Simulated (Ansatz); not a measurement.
Frontier orbitals of `C=NBC[SiH3]`.

```xyz
13

C    -2.634   -0.541   -0.399
N    -1.579    0.109   -0.440
B    -0.421    0.822   -0.476
C     0.975    0.128   -0.657
Si    1.798   -0.133    1.008
H    -3.226   -0.733   -1.300
H    -3.019   -0.951    0.541
H    -0.519    2.009   -0.319
H     1.644    0.761   -1.248
H     0.900   -0.847   -1.146
H     0.993   -1.064    1.845
H     3.160   -0.714    0.847
H     1.929    1.155    1.743
```

Total charge 0; spin multiplicity 1. Geometry: relaxed with PBE0-D4/def2-TZVP. It is one conformer, not always the lowest. Basis def2-TZVPP, the Gaussian-basis code of Ansatz.

Orbital energies of one run (eV). Highest occupied ones, from the top: -9.80, -10.58, -11.48, -11.50, -11.85, -13.10, -13.78, -14.85, -16.09, -16.99, -17.51, -20.96, -22.47, -28.56. Empty: 1.26, 1.95, 2.32, 2.90, 3.27, 3.28.

Q: Which functional gave them?
A. LDA (SPW92)
B. ωB97M-V
C. r2SCAN0
D. LC-ωPBE

A: B. HOMO energies: ωB97M-V -9.80, r2SCAN0 -7.68, LC-ωPBE -10.23, LDA (SPW92) -6.39 eV.

LC-ωPBE has ω = 0.4 bohr⁻¹.
